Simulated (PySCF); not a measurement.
C₂H₆GeO₃, SMILES [GeH]([OH])([OH])[C](=O)C.

Coordinates come from a PBE0-D3(BJ)/def2-SVP optimisation. This is a generated structure with no PubChem entry under its InChIKey; it may be hypothetical. The values are those of a single conformer.

Computed with r2SCAN/def2-TZVP in PySCF.

Isolated molecule, no solvent.

Computed frontier levels, gap, dipole moment and polarisability:
```
Property                                                                                                        Result
---------------------------------------------------------------------------------------------  -----------------------
highest occupied level                                                                                        -5.78 eV
lowest empty level                                                                                            -2.22 eV
orbital gap                                                                                                    3.56 eV
dipole moment                                                                                                   1.61 D
quadrupole, principal values (traceless, Buckingham form, about the centre of nuclear charge)  -9.24, -1.42, 10.66 D·Å
mean static polarisability                                                                        63.4 bohr³ (9.40 Å³)
polarisability, principal values                                                                52.2, 64.8, 73.3 bohr³
```
